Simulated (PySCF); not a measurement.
**Spin-Hamiltonian simulation**

Molecule: 1,2,3-trifluorobenzene (F-1,3) (Fc1cccc(F)c1F, C6H3F3).

Molfile (atoms numbered from 1):
```
C6H3F3
     RDKit          3D

 12 12  0  0  0  0  0  0  0  0999 V2000
   -0.7549    2.5560   -0.3620 F   0  0  0  0  0  0  0  0  0  0  0  0
   -0.4159    1.2871   -0.1837 C   0  0  0  0  0  0  0  0  0  0  0  0
   -1.3763    0.3331    0.1273 C   0  0  0  0  0  0  0  0  0  0  0  0
   -0.9855   -0.9921    0.3087 C   0  0  0  0  0  0  0  0  0  0  0  0
    0.3516   -1.3639    0.1826 C   0  0  0  0  0  0  0  0  0  0  0  0
    1.2979   -0.3961   -0.1290 C   0  0  0  0  0  0  0  0  0  0  0  0
    2.5775   -0.7171   -0.2559 F   0  0  0  0  0  0  0  0  0  0  0  0
    0.9272    0.9354   -0.3160 C   0  0  0  0  0  0  0  0  0  0  0  0
    1.8347    1.8495   -0.6149 F   0  0  0  0  0  0  0  0  0  0  0  0
   -2.4165    0.6483    0.2218 H   0  0  0  0  0  0  0  0  0  0  0  0
   -1.7349   -1.7473    0.5527 H   0  0  0  0  0  0  0  0  0  0  0  0
    0.6820   -2.3945    0.3206 H   0  0  0  0  0  0  0  0  0  0  0  0
  1  2  1  0
  2  3  1  0
  3  4  2  0
  4  5  1  0
  5  6  2  0
  6  7  1  0
  6  8  1  0
  8  9  1  0
  8  2  2  0
  3 10  1  0
  4 11  1  0
  5 12  1  0
M  END
```

- B3LYP/pcJ-1 coupling constants (spin–dipole term only in couplings to heteroatoms)
- σ from GIAO-B3LYP/pcSseg-2
- coordinates at the PBE0-D3(BJ)/def2-SVP level
- run in PySCF 2.14.0 with density-fitted response routines
- a single conformation, in vacuum, averaged over atoms made equivalent by symmetry, fast rotation or ring inversion, no relativistic terms

Referencing at the same level of theory: TMS for ¹H (σref 31.39).

The 6-spin Hamiltonian (Zeeman plus full scalar coupling among like nuclei) was diagonalised exactly; lines are Lorentzian, 0.4 Hz wide, and the maxima above 3 % are listed with the tallest set to 100.

Peak list at 600 MHz for the spins F1/F7/F9/H10/H11/H12:
```
    Hz    ppm  height
4264.4  7.107      12
4261.8  7.103      12
4259.4  7.099      24
4256.9  7.095      23
4255.6  7.093      16
4254.4  7.091      26
4253.1  7.089      16
4251.7  7.086      23
4250.4  7.084      32
4249.6  7.083      32
4247.8  7.080      30
4246.9  7.078      31
4245.6  7.076      34
4244.4  7.074      18
4242.9  7.072      29
4241.7  7.069      18
4240.6  7.068      41
4237.9  7.063      42
4235.6  7.059      21
4232.9  7.055      21
4202.9  7.005       6
4200.5  7.001      10
4196.4  6.994       7
4193.9  6.990      50
4193.4  6.989      49
4192.9  6.988      54
4191.4  6.986       8
4187.3  6.979      48
4186.4  6.977     100
4185.4  6.976      49
4184.6  6.974      37
4183.8  6.973      46
4182.8  6.971      24
4179.9  6.967      49
4179.4  6.966      50
4178.9  6.965      52
4177.9  6.963      42
4177.6  6.963      44
4177.2  6.962      62
4176.7  6.961      57
4175.8  6.960      34
4172.2  6.954      10
4171.0  6.952      25
4170.1  6.950      54
4169.3  6.949      32
4167.4  6.946       6
4162.4  6.937       6
4160.9  6.935       6
```

Extract the chemical shifts and coupling constants behind this pattern (give the signs of the calculation).

## Answers


Shifts (ppm): F1/F7 -140.9, F9 -169.3, H10/H12 6.97, H11 7.08.
Couplings (Hz): F1–F7: 8.9; F1–F9, F7–F9: -12.3; F1–H10, F7–H12: 10.1; F1–H11, F7–H11: 5.0; F1–H12, F7–H10: -2.2; F9–H10, F9–H12: 6.6; F9–H11: -2.7; H10–H11, H11–H12: 9.5; H10–H12: 1.2.
These are the parameters used. A line list fixes at most the relative signs, and those only where coupling is strong; other parameter sets or atom labellings may fit too, and couplings well below the line width leave little trace. Those between chemically equivalent but magnetically inequivalent protons (AA′, BB′) do shape the pattern.

Unscaled 3J(H,H) at this level run about 10 % above measured values.
